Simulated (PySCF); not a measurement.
**Silicon: a sound run and one with changed settings**

Sound run: Si⁺ [Ne] 3s2 3p1, Si²⁺ [Ne] 3s2. Calculation: PySCF 2.14, in cc-pV(T+d)Z (5s4p3d1f, 39 functions); no relativity, point nucleus. In the sound run the correlated levels freeze [Ne]. The sound run starts from symmetry-adapted Hartree-Fock orbitals and uses a fine grid where one is needed.

Changed run: basis STO-3G. This setting is unsound on purpose.

| species | method | sound run (hartree) | changed run (hartree) | converged |
| --- | --- | --- | --- | --- |
| Si⁺ | UHF | -288.57573 | -285.32969 | yes |
| Si⁺ | PBE | -288.92558 | -285.60658 | yes |
| Si⁺ | M06-L | -289.06497 | -285.75729 | yes |
| Si⁺ | MP2 | -288.61707 | -285.34477 | yes |
| Si⁺ | CCSD(T) | -288.63545 | -285.35653 | yes |
| Si²⁺ | UHF | -287.99425 | -284.79851 | yes |
| Si²⁺ | PBE | -288.32318 | -285.04327 | yes |
| Si²⁺ | M06-L | -288.46980 | -285.19439 | yes |
| Si²⁺ | MP2 | -288.02590 | -284.82189 | yes |
| Si²⁺ | CCSD(T) | -288.03890 | -284.83875 | yes |

Ionisation energy of Si⁺:

```json
{"method": "UHF", "sound run (eV)": "15.823", "changed run (eV)": "14.454"}
{"method": "PBE", "sound run (eV)": "16.392", "changed run (eV)": "15.328"}
{"method": "M06-L", "sound run (eV)": "16.195", "changed run (eV)": "15.317"}
{"method": "MP2", "sound run (eV)": "16.086", "changed run (eV)": "14.228"}
{"method": "SCS-MP2", "sound run (eV)": "16.075", "changed run (eV)": "14.183"}
{"method": "CCSD", "sound run (eV)": "16.203", "changed run (eV)": "14.089"}
{"method": "CCSD(T)", "sound run (eV)": "16.233", "changed run (eV)": "14.089"}
```

A minimal basis cannot let orbitals breathe on ionisation and holds almost no correlation.

For comparison, NIST gives 16.346 eV between the lowest levels.
